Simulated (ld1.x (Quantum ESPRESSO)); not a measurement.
Results of a calculation; reference values are marked as such.
Potentials for zirconium compared

Generated with ld1.x 7.5 (TM, RRKJ, ultrasoft, PAW), atompaw 4.2 or ONCVPSP 4.0.1. The cutoff is in Ry: for ld1.x and atompaw files where the sum of valence levels is converged to 10 mRy in a Bessel basis, for ONCV files where the hardest occupied wave has 1 mHa per electron of residual kinetic energy. The error is the largest all-electron minus pseudo excitation energy over each file’s own four to seven test configurations (ionisations up to +4, promotions, holes and added fractions of an electron), all of which were solved. The labels leave out finer settings (local radius, basis sizes, second energies), which also bear on the numbers. Spin-polarised tests are not counted. The rows are a selection from randomly drawn settings: files with unsolved tests, undetermined cutoffs or missed reference levels are left out.

A true bound ghost makes a file unfit for plane-wave use even where its test errors are small: the radial tests pick states by their node count and pass the ghost by.

| potential | cutoff (Ry) | largest error (meV) | bound ghosts |
| --- | --- | --- | --- |
| TM, PBEsol, scalar-relativistic, rc 2.30/1.50/1.60 (spd), local s, core correction no, reference 4p6 4d2.5 5s1.5 5p0 | 50 | -930 | none |
| TM semilocal, LDA (PZ), scalar-relativistic, rc 2.50/2.15/2.20/2.50 (spdf), local p, core correction yes, reference 4p6 4d2 5s2 5p0 | 30 | +173 | none |
| RRKJ, LDA (PZ), scalar-relativistic, rc 2.50/2.05/2.95 (spd), local s, core correction yes, reference 4p6 4d2 5s1.5 5p0 | 21 | -788 | none |
| TM, PBE, scalar-relativistic, rc 2.95/1.85/2.40 (spd), local p, core correction yes, reference 4p6 4d2 5s0.5 5p0 | 35 | -82 | s |
| TM, Wu–Cohen, scalar-relativistic, rc 3.15/3.30/2.30 (spd), local s, core correction yes, reference 4d2 5s1 5p0 | 30 | -314 | none |
| ultrasoft, PBEsol, scalar-relativistic, rc 1.70/2.10/2.30 (spd), local smoothed, core correction yes, reference 4s2 4p6 4d2 5s1.5 5p0.5 | 21 | -104 | none |

Fill in the row for Zr: RRKJ, PW91, scalar-relativistic, rc 2.05/1.80/1.90 (spd), local d, core correction no, reference 4s2 4p6 4d2 5s0 5p0.

cutoff 40 Ry, largest error +1067 meV, bound ghosts: none.
